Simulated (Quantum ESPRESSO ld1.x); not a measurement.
Charge is removed step by step from the 3d level of Co3+, starting from [Ar] 3d6. Calculated with ld1.x of Quantum ESPRESSO 7.5: non-relativistic Kohn-Sham, BLYP, spin-unpolarised, spherical densities, point nucleus.

removed (e),E - E(0) (eV),eigenvalue (eV),E minus straight line (eV)
0,0.000,-45.427,0.000
0.125,5.832,-47.895,-1.123
0.25,11.975,-50.404,-1.935
0.375,18.435,-52.952,-2.431
0.5,25.215,-55.540,-2.607
0.625,32.321,-58.167,-2.456
0.75,39.759,-60.832,-1.974
0.875,47.531,-63.534,-1.157
1,55.643,-66.272,0.000

Removing the whole electron costs 55.643 eV by Delta-SCF, against 45.427 eV from minus the eigenvalue at the starting occupation. Slater's transition state (half an electron removed) gives 55.540 eV. Integrating minus the eigenvalue over the occupation (Janak's theorem) gives 55.643 eV. The mean slope of the eigenvalue, de/dn, is 20.8 eV per electron. Ionisation energy of Co3+ in the NIST Atomic Spectra Database: 51.3 eV (semi-empirical).

Beside tabulated values, note that spin-unpolarised runs miss the spin-polarisation part of the exchange energy of open shells.
